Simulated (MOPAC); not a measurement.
Job for MOPAC: AM1 on ClH2NSi (SMILES N[Si]Cl), a point of a torsion scan.

```
AM1 1SCF PRECISE CHARGE=0 THREADS=1
ClH2NSi

N     -0.66167550 1    -0.01395742 1     0.05815731 1
Si     0.75108863 1    -0.91023251 1     0.39173791 1
Cl     1.88326682 1     0.62179961 1     1.24547683 1
H     -0.77662877 1     0.96918812 1     0.26825396 1
H     -1.47878861 1    -0.41209457 1    -0.37280405 1
```

It printed:

```
*******************************************************************************
 **                                                                           **
 **                              MOPAC v23.2.5                                **
 **                                                                           **
 *******************************************************************************
 ** MOPAC's Digital Object Identifier: https://doi.org/10.5281/zenodo.6511958 **
 **                                                                           **
 ** Please cite the open-source release paper for use of this MOPAC version:  **
 ** J. E. Moussa and J. J. P. Stewart (2026)                                  **
 ** MOPAC: An open-source semiempirical molecular orbital program             **
 ** J. Open Source Softw., 11(119), 8025, https://doi.org/10.21105/joss.08025 **
 *******************************************************************************

                              AM1 CALCULATION RESULTS

 *******************************************************************************
 *  AM1        - The AM1 Hamiltonian to be used
 *
 *
 *
 *                 CHARGE ON SYSTEM = 0
 *
 *
 *
 *  PRECISE    - TIGHTER CRITERIA TO BE USED
 *  1SCF       - DO 1 SCF AND THEN STOP
 *  THREADS=1  - MULTI-THREADING NOT USED
 *  T=         - A TIME OF 172800.0 SECONDS REQUESTED
 *  DUMP=N     - RESTART FILE WRITTEN EVERY 7200.0 SECONDS REQUESTED
 *******************************************************************************
AM1 1SCF PRECISE CHARGE=0 THREADS=1
 ClH2NSi

   ATOM   CHEMICAL          X               Y               Z
  NUMBER   SYMBOL      (ANGSTROMS)     (ANGSTROMS)     (ANGSTROMS)

     1       N         -0.66167550  *  -0.01395742  *   0.05815731  *
     2      Si          0.75108863  *  -0.91023251  *   0.39173791  *
     3      Cl          1.88326682  *   0.62179961  *   1.24547683  *
     4       H         -0.77662877  *   0.96918812  *   0.26825396  *
     5       H         -1.47878861  *  -0.41209457  *  -0.37280405  *



          CARTESIAN COORDINATES

    NO.       ATOM           X           Y           Z

     1         N         -0.6617     -0.0140      0.0582
     2        Si          0.7511     -0.9102      0.3917
     3        Cl          1.8833      0.6218      1.2455
     4         H         -0.7766      0.9692      0.2683
     5         H         -1.4788     -0.4121     -0.3728

  H: (AM1): M.J.S. DEWAR ET AL, J. AM. CHEM. SOC. 107 3902-3909 (1985)
  N: (AM1): M.J.S. DEWAR ET AL, J. AM. CHEM. SOC. 107 3902-3909 (1985)
 Si: (AM1): M.J.S.DEWAR, C. JIE, ORGANOMETALLICS, 6, 1486-1490 (1987).
 Cl: (AM1): M.J.S. DEWAR AND E. G. ZOEBISCH, THEOCHEM, 180, 1 (1988).

           Empirical Formula: H2 N Si Cl  =     5 atoms



      MOLECULAR POINT GROUP   :   Cs


      RHF CALCULATION, NO. OF DOUBLY OCCUPIED LEVELS = 9


 -------------------------------------------------------------------------------
 AM1 1SCF PRECISE CHARGE=0 THREADS=1
 ClH2NSi



     1SCF WAS SPECIFIED, SO BFGS WAS NOT USED
     SCF FIELD WAS ACHIEVED


                              AM1 CALCULATION
                                                       MOPAC v23.2.5 Linux




          FINAL HEAT OF FORMATION =        -39.89960 KCAL/MOL =    -166.93994 KJ/MOL


          COSMO AREA              =        105.66 SQUARE ANGSTROMS
          COSMO VOLUME            =         94.33 CUBIC ANGSTROMS

          IONIZATION POTENTIAL    =          8.018957 EV
          HOMO LUMO ENERGIES (EV) =         -8.019 -0.499
          NO. OF FILLED LEVELS    =          9
          MOLECULAR WEIGHT        =         79.5610         POINT GROUP:  Cs

          MOLECULAR DIMENSIONS (Angstroms)

            Atom       Atom       Distance
            H     5   Cl     3     3.87185
            H     4   Si     2     2.26129
            H     5    N     1     0.00054


          SCF CALCULATIONS        =          1





   ATOM   CHEMICAL          X               Y               Z
  NUMBER   SYMBOL      (ANGSTROMS)     (ANGSTROMS)     (ANGSTROMS)

     1       N         -0.66167550  *  -0.01395742  *   0.05815731  *
     2      Si          0.75108863  *  -0.91023251  *   0.39173791  *
     3      Cl          1.88326682  *   0.62179961  *   1.24547683  *
     4       H         -0.77662877  *   0.96918812  *   0.26825396  *
     5       H         -1.47878861  *  -0.41209457  *  -0.37280405  *

                             CARTESIAN COORDINATES

   1    N       -0.661675500    -0.013957420     0.058157310
   2   Si        0.751088630    -0.910232510     0.391737910
   3   Cl        1.883266820     0.621799610     1.245476830
   4    H       -0.776628770     0.969188120     0.268253960
   5    H       -1.478788610    -0.412094570    -0.372804050


           Empirical Formula: H2 N Si Cl  =     5 atoms



      MOLECULAR POINT GROUP   :   Cs


                  EIGENVALUES
 -36.31045 -32.84407 -17.54790 -16.65128 -14.07494 -12.77358 -12.24934 -11.26461
  -8.01896  -0.49896   0.32343   1.87123   4.53640   5.38504


              NET ATOMIC CHARGES AND DIPOLE CONTRIBUTIONS

  ATOM NO.   TYPE          CHARGE      No. of ELECS.   s-Pop       p-Pop
    1          N          -0.659218        5.6592     1.53144     4.12777
    2         Si           0.652817        3.3472     1.49996     1.84722
    3         Cl          -0.384382        7.3844     1.97944     5.40494
    4          H           0.190569        0.8094     0.80943
    5          H           0.200215        0.7998     0.79978
 DIPOLE           X         Y         Z       TOTAL
 POINT-CHG.    -1.160    -3.467    -1.368     3.904
 HYBRID        -1.770     3.827     0.287     4.226
 SUM           -2.930     0.360    -1.081     3.144


          ATOMIC ORBITAL ELECTRON POPULATIONS

     Atom    s        px        py        pz
    1  N   1.53144   1.30082   1.19481   1.63214
    2 Si   1.49996   0.48473   0.98531   0.37718
    3 Cl   1.97944   1.84084   1.71158   1.85252
    4  H   0.80943
    5  H   0.79978

 **********************
 *                    *
 * JOB ENDED NORMALLY *
 *                    *
 **********************




 == MOPAC DONE ==
```

The run finished.

Cost: around 0.03 core-seconds (rough).
